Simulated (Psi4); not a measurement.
C$_{4}$H$_{6}$, triplet (typed; the unrestricted solution is spin-contaminated), geometry from GFN2-xTB (a higher spin typed on purpose: for a closed-shell molecule this is an excited state); Psi4 with HF/STO-3G.

Input for Psi4:
```
memory 2 GB

molecule {
0 3
C     1.75459894    0.26377965   -0.67660968
C     0.65006782   -0.06047826    0.17782132
C    -0.68699479    0.05653341   -0.16793300
C    -1.72770442   -0.25764166    0.66056493
H     2.19484393    1.24621075   -0.67237424
H     2.20858178   -0.47942751   -1.30949762
H     0.87209543   -0.42840088    1.17912116
H    -0.91126285    0.42192830   -1.16243482
H    -2.74878768   -0.14912379    0.34462915
H    -1.55527588   -0.62434574    1.65749488
}

set {
  basis sto-3g
  reference uhf
  stability_analysis check
  scf_type pk
}

energy('scf')
print_variables()
```

Output, abridged:

```
   => Loading Basis Set <=

    Name: STO-3G
    Role: ORBITAL
    Keyword: BASIS

         ---------------------------------------------------------
                                   SCF
               by Justin Turney, Rob Parrish, Andy Simmonett
                          and Daniel G. A. Smith
                              UHF Reference
         ---------------------------------------------------------

  ==> Geometry <==

    Molecular point group: c1
    Full point group: C1

    Geometry (in Angstrom), charge = 0, multiplicity = 3:

       Center              X                  Y                   Z               Mass
    ------------   -----------------  -----------------  -----------------  -----------------
         C            1.755703972644     0.263538085187    -0.675931573190    12.000000000000
         C            0.651172852644    -0.060719824813     0.178499426810    12.000000000000
         C           -0.685889757356     0.056291845187    -0.167254893190    12.000000000000
         C           -1.726599387356    -0.257883224813     0.661243036810    12.000000000000
         H            2.195948962644     1.245969185187    -0.671696133190     1.007825032230
         H            2.209686812644    -0.479669074813    -1.308819513190     1.007825032230
         H            0.873200462644    -0.428642444813     1.179799266810     1.007825032230
         H           -0.910157817356     0.421686735187    -1.161756713190     1.007825032230
         H           -2.747682647356    -0.149365354813     0.345307256810     1.007825032230
         H           -1.554170847356    -0.624587304813     1.658172986810     1.007825032230

  Running in c1 symmetry.

  Rotational constants: A =      1.42459  B =      0.14241  C =      0.13295 [cm^-1]
  Rotational constants: A =  42708.10183  B =   4269.49390  C =   3985.86908 [MHz]
  Nuclear repulsion =  102.942515265551819

  Charge       = 0
  Multiplicity = 3
  Electrons    = 30
  Nalpha       = 16
  Nbeta        = 14

  ==> Algorithm <==

  SCF Algorithm Type is PK.
  DIIS enabled.
  MOM disabled.
  Fractional occupation disabled.
  Guess Type is SAD.
  Energy threshold   = 1.00e-06
  Density threshold  = 1.00e-06
  Integral threshold = 1.00e-12

  ==> Primary Basis <==

  Basis Set: STO-3G
    Blend: STO-3G
    Number of shells: 18
    Number of basis functions: 26
    Number of Cartesian functions: 26
    Spherical Harmonics?: true
    Max angular momentum: 1

  ==> Integral Setup <==

  Using in-core PK algorithm.
   Calculation information:
      Number of atoms:                  10
      Number of AO shells:              18
      Number of primitives:             54
      Number of atomic orbitals:        26
      Number of basis functions:        26

      Integral cutoff                 1.00e-12
      Number of threads:                 1

  Performing in-core PK
  Using 123552 doubles for integral storage.
  We computed 14177 shell quartets total.
  Whereas there are 14706 unique shell quartets.

  ==> DiskJK: Disk-Based J/K Matrices <==

    J tasked:                  Yes
    K tasked:                  Yes
    wK tasked:                  No
    Schwarz Cutoff:          1E-12

  Minimum eigenvalue in the overlap matrix is 1.8872285691E-01.
  Reciprocal condition number of the overlap matrix is 7.9990878849E-02.
    Using symmetric orthogonalization.

  ==> Pre-Iterations <==

  SCF Guess: Superposition of Atomic Densities via on-the-fly atomic UHF (no occupation information).

   -------------------------
    Irrep   Nso     Nmo
   -------------------------
     A         26      26
   -------------------------
    Total      26      26
   -------------------------

  ==> Iterations <==

                        Total Energy        Delta E     RMS |[F,P]|

   @UHF iter SAD:  -149.75365268607692   -1.49754e+02   0.00000e+00
   @UHF iter   1:  -152.93248216521420   -3.17883e+00   5.65187e-03 DIIS/ADIIS
   @UHF iter   2:  -152.96426496820914   -3.17828e-02   3.02577e-03 DIIS/ADIIS
   @UHF iter   3:  -152.97856318193882   -1.42982e-02   1.90082e-03 DIIS/ADIIS
   @UHF iter   4:  -152.98531080674391   -6.74762e-03   1.08044e-03 DIIS/ADIIS
   @UHF iter   5:  -152.98794945591430   -2.63865e-03   2.46231e-04 DIIS/ADIIS
   @UHF iter   6:  -152.98801763547598   -6.81796e-05   1.16883e-04 DIIS/ADIIS
   @UHF iter   7:  -152.98803843880589   -2.08033e-05   2.87718e-05 DIIS
   @UHF iter   8:  -152.98803950066753   -1.06186e-06   7.92745e-06 DIIS
   @UHF iter   9:  -152.98803956098513   -6.03176e-08   2.98993e-06 DIIS
   @UHF iter  10:  -152.98803957149855   -1.05134e-08   8.90442e-07 DIIS
  Energy and wave function converged.

    Wavefunction stable under totally symmetric rotations.
    Lowest totally symmetric eigenvalue: 0.244016
    Lowest UHF->UHF stability eigenvalues:
       A 0.244016

    Stability analysis over.

  ==> Post-Iterations <==

   @Spin Contamination Metric:   2.940060802E-01
   @S^2 Expected:                2.000000000E+00
   @S^2 Observed:                2.294006080E+00
   @S   Expected:                1.000000000E+00
   @S   Observed:                1.000000000E+00

    Orbital Energies [Eh]
    ---------------------

    Alpha Occupied:

       1A    -11.026170     2A    -11.019295     3A    -11.013593
       4A    -11.012282     5A     -1.048872     6A     -0.960671
       7A     -0.821488     8A     -0.708100     9A     -0.595227
      10A     -0.572606    11A     -0.569590    12A     -0.491198
      13A     -0.467822    14A     -0.411175    15A     -0.323136
      16A     -0.286277

    Alpha Virtual:

      17A      0.382276    18A      0.606787    19A      0.651745
      20A      0.684739    21A      0.708934    22A      0.792849
      23A      0.807119    24A      0.811215    25A      1.012703
      26A      1.025147

    Beta Occupied:

       1A    -11.031969     2A    -11.005072     3A    -10.994609
       4A    -10.984935     5A     -1.014301     6A     -0.870258
       7A     -0.750583     8A     -0.687485     9A     -0.578023
      10A     -0.542938    11A     -0.529935    12A     -0.467871
      13A     -0.452226    14A     -0.367132

    Beta Virtual:

      15A      0.269667    16A      0.314263    17A      0.431512
      18A      0.627776    19A      0.712816    20A      0.729046
      21A      0.751359    22A      0.812652    23A      0.836420
      24A      0.852162    25A      1.028583    26A      1.038454

    Final Occupation by Irrep:
              A
    DOCC [    14 ]
    SOCC [     2 ]
    NA   [    16 ]
    NB   [    14 ]

  @UHF Final Energy:  -152.98803957149855

   => Energetics <=

    Nuclear Repulsion Energy =            102.9425152655518190
    One-Electron Energy =                -410.2562876354582500
    Two-Electron Energy =                 154.3257327984078700
    Total Energy =                       -152.9880395714985468

  UHF NO Occupations:
  HONO-2 :   14  A 1.8540137
  HONO-1 :   15  A 1.0000000
  HONO-0 :   16  A 1.0000000
  LUNO+0 :   17  A 0.1459863
  LUNO+1 :   18  A 0.0032917
  LUNO+2 :   19  A 0.0027859
  LUNO+3 :   20  A 0.0019170

Computation Completed

Properties will be evaluated at   0.000000,   0.000000,   0.000000 [a0]

Properties computed using the SCF density matrix

 Multipole Moments:

 ------------------------------------------------------------------------------------
     Multipole            Electronic (a.u.)      Nuclear  (a.u.)        Total (a.u.)
 ------------------------------------------------------------------------------------

 L = 1.  Multiply by 2.5417464519 to convert [e a0] to [Debye]
 Dipole X            :         -0.0323847            0.0626463            0.0302616
 Dipole Y            :          0.0168225           -0.0136948            0.0031277
 Dipole Z            :         -0.0462618            0.0384430           -0.0078188
 Magnitude           :                                                    0.0314115

 ------------------------------------------------------------------------------------

  Variable Map:
  ----------------------------------------------------------------------------
  "CURRENT ENERGY"           =>    -152.988039571499
  "CURRENT REFERENCE ENERGY" =>    -152.988039571499
  "DD SOLVATION ENERGY"      =>       0.000000000000
  "HF KINETIC ENERGY"        =>     152.283301539955
  "HF POTENTIAL ENERGY"      =>    -305.271341111453
  "HF TOTAL ENERGY"          =>    -152.988039571499
  "HF VIRIAL RATIO"          =>       2.004627808988
  "NUCLEAR REPULSION ENERGY" =>     102.942515265552
  "ONE-ELECTRON ENERGY"      =>    -410.256287635458
  "PCM POLARIZATION ENERGY"  =>       0.000000000000
  "PE ENERGY"                =>       0.000000000000
  "SCF ITERATION ENERGY"     =>    -152.988039571499
  "SCF ITERATIONS"           =>      10.000000000000
  "SCF TOTAL ENERGY"         =>    -152.988039571499
  "TWO-ELECTRON ENERGY"      =>     154.325732798408

  Array Variable Map:
  ----------------------------------------------------------------------------
  "CURRENT DIPOLE"           =>       0.030261583834 ... -0.007818844163 1 by 3
  "SCF DIPOLE"               =>       0.030261583834 ... -0.007818844163 1 by 3
  "SCF STABILITY EIGENVALUES" =>       0.244015875088 ... 0.244015875088 1 by 1
  "SCF TOTAL ENERGIES"       =>    -149.753652686077 ... -152.988039571499 1 by 11
```
